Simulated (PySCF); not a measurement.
**Nuclear quadrupole coupling in `C#CC(=O)C(=C)F`**

C₅H₃FO.
SMILES with atom numbers: `[CH:1]#[C:2][C:3](=[O:4])[C:5](=[CH2:6])[F:7]` (hydrogens: H8 on C1; H9, H10 on C6)

Cartesian coordinates in Å at the GFN2-xTB level; atoms count from 1:
```
atom  x, y, z in Å
C1    -2.7107   -0.3447   -0.1895
C2    -1.5389   -0.5258    0.0020
C3    -0.1395   -0.7453    0.2339
O4     0.3417   -1.8255    0.4898
C5     0.6891    0.4890    0.1326
C6     2.0030    0.5101    0.3111
F7     0.0110    1.6168   -0.1605
H8    -3.7350   -0.1807   -0.3580
H9     2.5744    1.4171    0.2293
H10    2.5138   -0.4064    0.5442
```

Field gradients from the PBE0/pcSseg-1 density (PySCF, non-relativistic), principal values in atomic units, ordered |Vxx| ≤ |Vyy| ≤ |Vzz|:

```tsv
atom	Vxx	Vyy	Vzz
O4	0.6126	1.3853	-1.9979
```

Problem. Find the asymmetry η = (Vxx − Vyy)/Vzz and the couplings χ = eQV/h (234.96 MHz × Q in barn × V in au), with Q(17O) = −0.0256 b.

Solution. 
```csv
atom,environment,nucleus,η,χzz (MHz),χxx (MHz),χyy (MHz)
O4,ketone oxygen,17O,0.39,12.02,-3.68,-8.33
```

The tensor is traceless: Vxx + Vyy + Vzz = 0.

Problem. What is Vzz at O4 in SI units (1 au = 9.71736 × 10²¹ V/m²)?

Solution. -1.9979 au = -19.415 × 10²¹ V/m².

Problem. And the gradient at the other heavy atoms, for which no coupling is worked out here?

Solution. 
| atom | environment | Vzz (au) | η |
| --- | --- | --- | --- |
| C1 | terminal alkyne carbon | -0.350 | 0.66 |
| C2 | alkyne carbon | -0.273 | 0.10 |
| C3 | ketone carbonyl carbon | 0.413 | 0.28 |
| C5 | vinylic C–F carbon | -0.428 | 0.86 |
| C6 | terminal =CH2 carbon | 0.344 | 0.13 |
| F7 | vinyl fluorine | 2.979 | 0.12 |

Problem. What couplings would deuterons (Q(2H) = 0.00286 b) have in place of the hydrogens, at this geometry?

Solution. 
```csv
atom,bonded to,bond length (Å),Vzz (au),η,χzz (kHz)
H8,C1,1.051,0.3878,0.02,261
H9,C6,1.075,0.3374,0.03,227
H10,C6,1.075,0.3339,0.04,224
```

The structure is a single GFN2-xTB conformer in the gas phase; no vibrational or solvent corrections. GFN2-xTB bond lengths can be off by several hundredths of an ångström, more for odd bonds, and the gradients follow them. A larger basis could move these couplings by a tenth or more.

These values come from a run that also computed NMR shieldings. The run took 13 s of wall time (with the writing of density and orbital grids) on one thread, Arm Neoverse V2 (aarch64) (shared host), and the process peaked at 0.63 GiB of memory.
